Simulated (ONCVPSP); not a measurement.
## Before and after: ONCV potential for Hg

Hg (Z = 80), optimised norm-conserving Vanderbilt (ONCV), made with ONCVPSP 4.0.1 (PBE, scalar-relativistic). Core [Kr] 4d10 4f14, reference 5s2 5p6 5d10 6s1.75 6p0.25. Waves: 5s+6s: rc 1.70 bohr, ncon 3, nbas 6, qcut 5.5 1/bohr, 2 projectors; 5p+6p: rc 1.60 bohr, ncon 4, nbas 7, qcut 10.4 1/bohr, 2 projectors; 5d: rc 2.15 bohr, ncon 4, nbas 9, qcut 6.8 1/bohr, 2 projectors, debl 0.4 Ha. Local part: polynomial inside 1.20 bohr (lpopt 5, dvloc0 0 Ha). Core correction: Teter function, fcfact 1.5, rcfact 1.35.

All-electron outer shells of the reference configuration (PBE, scalar-relativistic, ld1.x):

```csv
shell,level (eV),outermost node (bohr),outermost maximum (bohr)
4d,-349.36,0.20,0.40
5s,-118.80,0.47,0.82
4f,-96.50,–,0.37
5p,-67.14,0.51,0.93
5d,-10.46,0.55,1.17
6s,-7.26,1.08,2.18
6p,-1.37,1.28,3.30
```

Change: p: qcut 11.5.

Cutoffs: the cutoffs (Ha) at which the residual kinetic energy of the hardest occupied pseudo-wave falls to 1 and 0.1 mHa per electron; they do not see the model core or the augmentation charge, which bear on the density cutoff. Errors are all-electron minus pseudo energies relative to the spin-unpolarised reference configuration.

Q: Predict the effect on cutoff, ghosts and configuration errors.

A: The potential gets harder (30 Ha and 38 Ha → 38 Ha and 46 Ha); the errors of the 3 common tests hardly move; neither file shows a bound ghost. The waves are optimised to have the least kinetic energy above qcut, so the cutoff follows it (qcut²/2 in Ha).

```tsv
quantity	base	changed
cutoff, loose	30 Ha	38 Ha
cutoff, tight	38 Ha	46 Ha
loose cutoff by channel	s 9.6 Ha, p 30 Ha, d 18 Ha	s 9.6 Ha, p 38 Ha, d 18 Ha
bound ghosts	none	none
GHOST(+) flags under 300 eV	s at 124.4 eV	s at 124.4 eV
tests with a reliable result	3 of 4	3 of 4
error for 5s2 5p6 5d10 6s2 6p0, meV [ΔE -1.46 eV]	+0.3	+0.2
error for 5s2 5p6 5d10 6s1 6p0, meV [ΔE 9.23 eV]	-4.2	-4.2
error for 5s2 5p6 5d10 6s0 6p2, meV [ΔE 11.12 eV]	-11	-12
s: phases at 1.72 bohr within 0.05 rad from the reference energy up to (Ha; the scan ends near 5)	3.3	3.3
p: phases at 1.62 bohr within 0.05 rad from the reference energy up to (Ha; the scan ends near 5)	to the end of the scan	to the end of the scan
d: phases at 2.19 bohr within 0.05 rad from the reference energy up to (Ha; the scan ends near 5)	to the end of the scan	to the end of the scan
rms error of d²Exc/dni dnj with the model core, mHa	2.79	2.84
```
